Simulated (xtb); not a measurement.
dichloromethane (CH2Cl2), singlet, from a rough starting geometry; GFN2-xTB (xtb 6.7.1).

The xtb input:
```
$ xtb mol.xyz --gfn 2 --opt vtight --json

# file mol.xyz
5

C     -0.00021723    -0.01498689     0.14722567
Cl     0.02346112     1.44774661    -0.84280542
Cl    -0.01305237    -1.45947785    -0.81828857
H     -0.92340126     0.02428682     0.77066886
H      0.89800559    -0.01605471     0.81743513
```

Task: What does xtb print? Leave out banner, timings and long lists.

Result: 
```
   ID    Z sym.   atoms
    1    6 C      1
    2   17 Cl     2, 3
    3    1 H      4, 5

           -------------------------------------------------
          |                Calculation Setup                |
           -------------------------------------------------

           -------------------------------------------------
          |                 G F N 2 - x T B                 |
           -------------------------------------------------

          ...................................................
          :                      SETUP                      :
          :.................................................:
          :  # basis functions                  26          :
          :  # atomic orbitals                  24          :
          :  # shells                           10          :
          :  # electrons                        20          :
          :  max. iterations                   250          :
          :  Hamiltonian                  GFN2-xTB          :
          :  restarted?                      false          :
          :  GBSA solvation                  false          :
          :  PC potential                    false          :
          :  electronic temp.          300.0000000     K    :
          :  accuracy                    1.0000000          :
          :  -> integral cutoff          0.2500000E+02      :
          :  -> integral neglect         0.1000000E-07      :
          :  -> SCF convergence          0.1000000E-05 Eh   :
          :  -> wf. convergence          0.1000000E-03 e    :
          :  Broyden damping             0.4000000          :
          :  net charge                          0          :
          :  unpaired electrons                  0          :
          ...................................................

 iter      E             dE          RMSdq      gap      omega  full diag
   1    -12.2430176 -0.122430E+02  0.568E+00    6.76       0.0  T
   2    -12.2774457 -0.344280E-01  0.363E+00    6.20       1.0  T
   3    -12.2805604 -0.311479E-02  0.179E+00    6.36       1.0  T
   4    -12.2813281 -0.767694E-03  0.186E-01    6.26       1.0  T
   5    -12.2813411 -0.129383E-04  0.117E-01    6.26       1.0  T
   6    -12.2813712 -0.301268E-04  0.654E-02    6.24       1.0  T
   7    -12.2813805 -0.927427E-05  0.107E-02    6.24       4.2  T
   8    -12.2813806 -0.138474E-06  0.845E-03    6.24       5.3  T
   9    -12.2813808 -0.206300E-06  0.376E-03    6.24      11.9  T
[...]
         :: total energy             -12.244693566840 Eh    ::
 * total energy  :   -12.2446936 Eh     change       -0.2700240E-10 Eh
 * total energy  :   -12.2456844 Eh     change       -0.9907889E-03 Eh
 * total energy  :   -12.2459232 Eh     change       -0.2388512E-03 Eh
 * total energy  :   -12.2459541 Eh     change       -0.3093650E-04 Eh
 * total energy  :   -12.2459655 Eh     change       -0.1130948E-04 Eh
 * total energy  :   -12.2459676 Eh     change       -0.2121861E-05 Eh
 * total energy  :   -12.2459683 Eh     change       -0.7626903E-06 Eh
 * total energy  :   -12.2459683 Eh     change       -0.4954122E-08 Eh
   *** GEOMETRY OPTIMIZATION CONVERGED AFTER 8 ITERATIONS ***
         :: total energy             -12.245968342469 Eh    ::
[...]
       ...                                ...                  ...
        24                          0.1871682               5.0931
      -------------------------------------------------------------
                  HL-Gap            0.2259825 Eh            6.1493 eV
             Fermi-level           -0.3173561 Eh           -8.6357 eV

     #   Z          covCN         q      C6AA      α(0)
     1   6 C        3.626     0.093    19.440     6.352
     2  17 Cl       1.013    -0.146   103.736    15.582
     3  17 Cl       1.013    -0.146   103.736    15.582
     4   1 H        0.925     0.099     1.790     2.092
     5   1 H        0.925     0.099     1.790     2.092

 Mol. C6AA /au·bohr⁶  :        753.120488
 Mol. C8AA /au·bohr⁸  :      27071.386044
 Mol. α(0) /au        :         41.700419

Wiberg/Mayer (AO) data.
largest (>0.10) Wiberg bond orders for each atom

 ---------------------------------------------------------------------------
     #   Z sym  total        # sym  WBO       # sym  WBO       # sym  WBO
 ---------------------------------------------------------------------------
     1   6 C    3.920 --     3 Cl   0.984     2 Cl   0.984     5 H    0.976
                             4 H    0.976
     2  17 Cl   1.045 --     1 C    0.984
     3  17 Cl   1.045 --     1 C    0.984
     4   1 H    0.990 --     1 C    0.976
     5   1 H    0.990 --     1 C    0.976
 ---------------------------------------------------------------------------

Topologies differ in total number of bonds
Writing topology from bond orders to xtbtopo.mol

molecular dipole:
                 x           y           z       tot (Debye)
 q only:       -0.013       0.006       0.781
   full:       -0.011       0.005       0.697       1.772
molecular quadrupole (traceless):
                xx          xy          yy          xz          yz          zz
 q only:        1.831      -0.064      -2.382       0.015       0.012       0.551
  q+dip:        2.933      -0.103      -3.806       0.029       0.025       0.873
   full:        1.827      -0.069      -2.681       0.011       0.017       0.854

optimized geometry written to: xtbopt.xyz

           -------------------------------------------------
          | TOTAL ENERGY              -12.245968342469 Eh   |
          | GRADIENT NORM               0.000021191950 Eh/α |
          | HOMO-LUMO GAP               6.149296948110 eV   |
           -------------------------------------------------

normal termination of xtb
```
